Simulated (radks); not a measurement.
Results of a calculation; reference values are marked as such.
Excited configurations of Se: one electron is placed in a higher orbital outside [Ar] 3d10 4s2 4p3. The ground configuration is [Ar] 3d10 4s2 4p4. Code: a radial shooting solver on a logarithmic mesh with Libxc functionals. Model: scalar-relativistic Kohn-Sham, PBEsol, spin-polarised, spherical densities, point nucleus; open shells are filled with parallel spins first. Excitation = E - E(ground); binding = E(ion) - E, where the ion is the core of charge +1; n* = 1/sqrt(2 binding) in atomic units, and the quantum defect is n - n*.

| outer orbital | excitation (eV) | binding (eV) | n* | quantum defect | eigenvalue (eV) | <r> (bohr) |
|---|---|---|---|---|---|---|
| 4d | 7.493 | 2.024 | 2.592 | 1.408 | -0.676 | 7.355 |
| 4f | 8.571 | 0.946 | 3.792 | 0.208 | -0.466 | 16.89 |
| 5p | 7.013 | 2.505 | 2.331 | 2.669 | -1.383 | 7.781 |
| 5d | 8.217 | 1.300 | 3.235 | 1.765 | -0.706 | 14.23 |
| 5f | 8.861 | 0.656 | 4.554 | 0.446 | -0.389 | 28.66 |
| 6p | 8.159 | 1.359 | 3.164 | 2.836 | -0.818 | 15.62 |
| 7s | 8.468 | 1.049 | 3.601 | 3.399 | -0.682 | 21.40 |
| 7d | 8.943 | 0.575 | 4.865 | 2.135 | -0.376 | 37.47 |

The Delta-SCF ionisation energy is 9.518 eV (NIST Atomic Spectra Database: 9.752 eV, measured). Self-interaction in the functional shifts the binding energies and quantum defects, so they are the method's values and not measured ones. Open shells are spherical and high-spin; term and fine-structure splittings are not resolved.
